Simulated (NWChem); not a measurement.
Molecule: CH4F2SSi; SMILES CS[SiH](F)F

```xyz
9

Si     0.0612    -0.7613     0.3100
F      1.4487    -1.0934    -0.4459
F     -0.9935    -1.9176    -0.0635
S     -0.7447     1.0591    -0.3787
C      0.6541     2.1416     0.0865
H      0.3539    -0.8069     1.7590
H      0.3720     3.1558    -0.2242
H      0.8222     2.1425     1.1728
H      1.5724     1.8497    -0.4400
```
Atoms are numbered in this order, from 1.

Coordinates come from a PBE0/def2-SVP optimisation.

Task: Give the principal values of the shielding tensors (ppm) of Si1, F2, F3, S4, C5 from LDA (Slater exchange, VWN5)/pcSseg-1, GIAO (NWChem), with their diamagnetic and paramagnetic parts as GIAO splits them.

Result: 
```
atom    σ11    σ22    σ33  isotropic  diamagnetic  paramagnetic
----  -----  -----  -----  ---------  -----------  ------------
Si1   275.7  300.3  366.0      314.0        880.4        -566.4
F2    217.4  268.8  344.4      276.9        471.9        -195.0
F3    215.8  310.2  353.4      293.1        471.2        -178.0
S4    530.9  565.5  712.6      603.0       1057.5        -454.5
C5    159.1  167.8  191.4      172.8        253.5         -80.8
```
